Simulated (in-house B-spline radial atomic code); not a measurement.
Configurations of Er⁺, with energies counted from [Xe] 4f12 6s1. Level of theory: Dirac-Hartree-Fock, average of configuration, Fermi nucleus of rms radius 5.2516 fm; calculated with a radial B-spline atomic code at the basis-set limit. Energies include first-order Breit, QED and recoil terms.

Occupations are held fixed; configurations that lie above the ionisation limit could autoionise.

```csv
configuration,E - E(ref) (eV),highest orbital,its <r> (bohr)
[Xe] 4f11 6s2,0.53147,6s1/2,3.541
[Xe] 4f12 9s1,9.0617,9s1/2,20.94
[Xe] 4f11 6s1 8p1,10.117,8p3/2,15.57
[Xe] 4f11 6s1 7g1,11.597,7g7/2,31.69
[Kr] 4d10 4f12 5s2 5p5 5g1 6s1,35.561,5g7/2,13.72
[Kr] 4d10 4f12 5s2 5p5 6s1 6g1,36.226,6g7/2,21.95
[Kr] 4d9 4f12 5s2 5p6 6s1 9p1,185.2,9p3/2,23.26
[Kr] 4d9 4f12 5s2 5p6 6s1 8g1,186.09,8g7/2,42.93
```

Q: Order these further configurations by energy, lowest first.
A. [Xe] 4f13
B. [Xe] 4f11 6s1 10g1
C. [Xe] 4f11 6s1 8g1
D. [Kr] 4d10 4f12 5s2 5p5 6s2
E. [Xe] 4f12 7g1

A: A (7.5941 eV), E (9.9059 eV), C (11.858 eV), B (12.164 eV), D (25.696 eV).

Q: How far above the reference does [Kr] 4d10 4f12 5s2 5p5 6s1 7d1 lie?

A: 35.025 eV; its least bound orbital is 7d5/2 with <r> = 13.73 bohr.

Q: How far above the reference does [Kr] 4d9 4f12 5s2 5p6 5g1 6s1 lie?

A: 184.76 eV; its least bound orbital is 5g7/2 with <r> = 13.72 bohr.

Q: How far above the reference does [Xe] 4f12 10p1 lie?

A: 9.8036 eV; its least bound orbital is 10p3/2 with <r> = 33.42 bohr.
